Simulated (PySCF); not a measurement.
All numbers come from PBE0 in PySCF with Ru def2-TZVP with ECP28, O def2-TZVP; scalar-relativistic core potentials, no spin–orbit coupling; density-fitted integrals. Open shells, if any, are unrestricted.

Q: What shape and geometry does isolated singlet RuO₄ take (every ligand bound to Ru)?

A: Formally Ru is in oxidation state +8, d0. The polar-tensor charge on Ru, 2.07, is far below the formal one. The lowest minimum found is a singlet of Td symmetry with Ru–O 1.663 Å (×4); O–Ru–O 109.5° (×6). Its harmonic wavenumbers are 352 (e), 376 (t2), 1018 (a1), 1028 (t2) cm⁻¹ and its dipole moment is 0.00 D.

Only a few start shapes were tried, so a lower isomer may exist.
